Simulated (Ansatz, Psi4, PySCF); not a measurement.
C₅H₈O₂, triplet, geometry from GFN2-xTB (a higher spin typed on purpose: for a closed-shell molecule this is an excited state). Base run: CAMB3LYP/cc-pVDZ (PySCF).

Geometry (Å):
```xyz
15

C      2.6195    -0.1208     0.0752
C      1.1315    -0.3729     0.2861
O      0.7511    -1.5535     0.5614
C      0.2735     0.6912    -0.0461
C     -1.1027     0.5148    -0.2801
C     -1.7411    -0.8194    -0.3147
O     -1.9575     1.5884    -0.1996
H      2.8665    -0.1526    -0.9863
H      2.8858     0.8553     0.4735
H      3.1794    -0.8984     0.5870
H      0.7173     1.6648    -0.2023
H     -2.7174    -0.7976     0.1641
H     -1.8525    -1.1955    -1.3346
H     -1.0586    -1.5181     0.2001
H     -1.4534     2.4059    -0.1182
```
Charge 0, spin multiplicity 3.
Orbitals are unrestricted.
All else is at PySCF's defaults.

The same geometry, method and basis name were run in Ansatz (a quantum-chemistry and plane-wave program) and Psi4 and PySCF, at each program's defaults and at the settings that a row names. The base is PySCF at its defaults. Differences at the defaults can come from grids, fitting, cores and function types together.

```csv
code and settings,ΔE vs base (mEh),basis functions,E (Eh),SCF cycles,dipole (D)
"PySCF, defaults (exact integrals, its default grid, spherical functions)",0.000,138,-345.51156,21,3.68
"Psi4, defaults (density fitting with its default set, its default grid, spherical functions)",-0.065,138,-345.51162,17,3.68
"Ansatz, defaults (factorised integrals, its default grid, spherical functions)",0.002,138,-345.51155,-,-
"PySCF, density fitting with def2-universal-jkfit",-0.086,138,-345.51164,21,3.68
"PySCF, fine grid",0.003,138,-345.51155,21,3.68
"Psi4, exact integrals, spherical functions, fine grid",0.003,138,-345.51155,22,3.68
"Ansatz, high accuracy",0.002,138,-345.51155,-,-
```

Open shells are given as the SCF converged; they aren't shown to be the lowest states, and a large step between rows can be another state.
